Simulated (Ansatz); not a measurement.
C$_{4}$H$_{11}$Al, SMILES `C[CH2][Al]([CH3])[CH3]`, one more setting.

```yaml
crystal:
  periodic: [false, false, false]
  atoms:
    - {symbol: C, position_ang: [1.373580, 1.708931, -1.930651]}
    - {symbol: C, position_ang: [1.347017, -0.060927, -1.213661]}
    - {symbol: Al, position_ang: [-0.330848, -0.528848, 0.520752]}
    - {symbol: C, position_ang: [-0.540295, -2.800948, 1.410142]}
    - {symbol: C, position_ang: [-1.775416, 1.276771, 1.327113]}
    - {symbol: H, position_ang: [2.348904, 1.877396, -2.875603]}
    - {symbol: H, position_ang: [1.591018, 2.644580, -0.957788]}
    - {symbol: H, position_ang: [0.183616, 2.031923, -2.521360]}
    - {symbol: H, position_ang: [2.577284, -0.375194, -0.687977]}
    - {symbol: H, position_ang: [1.175933, -0.978476, -2.221591]}
    - {symbol: H, position_ang: [-0.940001, -2.815153, 2.717775]}
    - {symbol: H, position_ang: [-1.492080, -3.493369, 0.705984]}
    - {symbol: H, position_ang: [0.619171, -3.518125, 1.310210]}
    - {symbol: H, position_ang: [-1.043723, 2.192178, 2.038460]}
    - {symbol: H, position_ang: [-2.781206, 0.839947, 2.141862]}
    - {symbol: H, position_ang: [-2.341582, 1.970937, 0.291960]}
basis:
  gaussian: {orbitals: def2-SVP}
hamiltonian: {xc: {name: PBE}}
output: {forces: true}
```

```sh
$ ansatz run in.yaml --threads 4 --pin off --events-out ev --progress --plain --max-ram 10444MiB
```

It prints (some lines left out):

```
Functional definition: PBE
1463 factors; their error is unknown
mean field evaluation 1: about -10882.3948 eV, gradient 7.4e1 eV
mean field evaluation 2: about -10796.2751 eV, gradient 1.5e2 eV
mean field evaluation 4: about -10896.9906 eV, gradient 2.2e1 eV
mean field evaluation 8: about -10898.4538 eV, gradient 1.8e-1 eV
mean field evaluation 16: about -10898.3730 eV, gradient 3.5e-3 eV
mean field -10898.37295870 eV, -400.5078190496 hartree, gradient 3.2e-5 eV, S^2 0.000000; 0 other end points of the search recorded, 0 dependent functions left out
reference -10898.37300311 eV, -400.5078206819 hartree; 24, 24 occupied and 105, 105 virtual orbitals, 1463 factors
Total energy: -10898.37300311 eV, -400.5078206819 hartree
Atom 0 at     1.373580     1.708931    -1.930651 Å, force    -0.091512     0.826034    -0.242146 eV/Å
Atom 1 at     1.347017    -0.060927    -1.213661 Å, force     1.471716    -0.530805    -1.110501 eV/Å
Atom 2 at    -0.330848    -0.528848     0.520752 Å, force    -0.047524     0.122978    -0.018263 eV/Å
Atom 3 at    -0.540295    -2.800948     1.410142 Å, force    -0.356219    -1.941962     0.590757 eV/Å
Atom 4 at    -1.775416     1.276771     1.327113 Å, force    -1.041193     1.644279     0.657311 eV/Å
Atom 5 at     2.348904     1.877396    -2.875603 Å, force    -2.931561    -0.676742     2.907071 eV/Å
Atom 6 at     1.591018     2.644580    -0.957788 Å, force    -0.650285    -3.000898    -2.883886 eV/Å
Atom 7 at     0.183616     2.031923    -2.521360 Å, force     3.605284    -1.146047     1.845557 eV/Å
Atom 8 at     2.577284    -0.375194    -0.687977 Å, force    -3.583235     1.087117    -1.583342 eV/Å
Atom 9 at     1.175933    -0.978476    -2.221591 Å, force     0.480238     2.841674     2.877452 eV/Å
Atom 10 at    -0.940001    -2.815153     2.717775 Å, force     1.225626     0.071828    -3.947418 eV/Å
Atom 11 at    -1.492080    -3.493369     0.705984 Å, force     2.841643     2.072874     2.095754 eV/Å
Atom 12 at     0.619171    -3.518125     1.310210 Å, force    -3.495225     2.195007     0.306415 eV/Å
Atom 13 at    -1.043723     2.192178     2.038460 Å, force    -2.180171    -2.751874    -2.116491 eV/Å
Atom 14 at    -2.781206     0.839947     2.141862 Å, force     3.051474     1.304870    -2.476357 eV/Å
Atom 15 at    -2.341582     1.970937     0.291960 Å, force     1.700943    -2.118335     3.098087 eV/Å
Dipole moment:     0.007519    -0.017366     0.000618 e Å
```

Run time 1.4 s (4 threads of an Arm Neoverse V1 on a shared host); peak host memory 0.16 GiB.
